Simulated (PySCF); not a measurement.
H3NOSi, SMILES N[Si]O (connectivity only; charge and spin as stated), neutral, multiplicity 1.

Geometry optimised at r2SCAN-D4/def2-TZVP. Other conformers were not sampled.

Computed with r2SCAN/def2-TZVPD run with PySCF.

Computed frontier levels, gap, dipole moment and polarisability:
```yaml
highest_occupied_level: -5.93 eV
lowest_empty_level: -1.45 eV
orbital_gap: 4.48 eV
dipole_moment: 3.16 D
quadrupole, principal values (traceless, Buckingham form, about the centre of nuclear charge): -2.48, 0.13, 2.35 D·Å
mean_static_polarisability: 46.7 bohr³ (6.93 Å³)
polarisability_principal_values: 40.5, 47.6, 52.1 bohr³
```
